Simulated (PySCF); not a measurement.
Si(H)(SiH3) anion (H₄Si₂), SMILES [SiH][SiH3] (connectivity only; charge and spin as stated), charge -1, multiplicity 2. Geometry optimised at PBE-D3(BJ)/def2-TZVPD. The multiplicity is an assumed one; other spin states were not compared. The isomer is the one that the SMILES or the coordinates give; other isomers of the formula were not compared.

Computed with PBE-D3(BJ)/def2-TZVPD (PySCF).

Harmonic wavenumbers (cm⁻¹): 180, 364, 385, 402, 664, 864, 906, 910, 1841, 1957, 1974, 2007. Rotational constants (GHz): 63.56, 5.419, 5.285; symmetry number 1.

Work out the zero-point energy and the ideal-gas rigid-rotor harmonic-oscillator thermochemistry at 298.15 K and 1 atm.

ZPE = ½ Σ hcν = ½ × 12455 cm⁻¹ = 74.50 kJ/mol. H − E(el) = 89.32 kJ/mol. Entropy in J/(mol K): translation 159.85, rotation 94.95, vibration 25.91, spin 5.76, total 286.48. G − E(el) = 3.90 kJ/mol. Cp = 70.36 J/(mol K).
